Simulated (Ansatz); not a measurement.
Born–Oppenheimer molecular dynamics of C$_{3}$H$_{7}$BO (12 atoms, charge 0, multiplicity 1). It starts from a relaxed structure.

Method: Ansatz 0.2.0, RKS revPBE-D4/6-31G*.

* ensemble: NVE (velocity Verlet)
* time step: 0.5 fs
* steps asked: 250
* starting velocities drawn for: 100 K
* masses: H 2.014 u
* seed: 492518

First frame:

```xyz
12
Properties=species:S:1:pos:R:3
B -1.185 0.792 0.326
C -0.086 -0.278 0.549
C -0.123 -1.008 1.707
O 0.947 -0.577 -0.319
C 0.997 0.167 -1.541
H -2.013 0.919 1.192
H -1.252 1.490 -0.655
H -0.911 -0.826 2.439
H 0.622 -1.782 1.929
H 1.873 -0.217 -2.085
H 0.087 0.014 -2.151
H 1.123 1.250 -1.357
```

**Question.** How far do the bonds stretch over the last three quarters of this one trajectory? (Pairs bonded in most of those frames.)

**Answer.** 
| bond | mean (Å) | spread (Å) | shortest | longest |
| --- | --- | --- | --- | --- |
| B1–C2 | 1.550 | 0.009 | 1.53 | 1.57 |
| B1–H6 | 1.207 | 0.024 | 1.17 | 1.25 |
| B1–H7 | 1.208 | 0.025 | 1.16 | 1.25 |
| C2–C3 | 1.369 | 0.009 | 1.35 | 1.39 |
| C2–O4 | 1.383 | 0.007 | 1.37 | 1.40 |
| C3–H8 | 1.092 | 0.006 | 1.08 | 1.10 |
| C3–H9 | 1.098 | 0.010 | 1.08 | 1.11 |
| O4–C5 | 1.432 | 0.008 | 1.42 | 1.45 |
| C5–H10 | 1.102 | 0.012 | 1.08 | 1.12 |
| C5–H11 | 1.107 | 0.015 | 1.07 | 1.14 |
| C5–H12 | 1.107 | 0.015 | 1.08 | 1.13 |

Mean temperature of the second half: 48 K. The conserved energy stayed within 0.044 meV per atom of its start (net change 0.0083 meV per atom), so the integration is sound. The temperature averaged 0.48 of the 100 K drawn at the start: a run that starts near a minimum puts about half its kinetic energy into the potential. A run of 0.12 ps of so small a system gives no equilibrium averages.

The run took 7.1 min on 2 threads of Arm Neoverse N1, with other jobs on the host, peak memory 0.11 GiB.
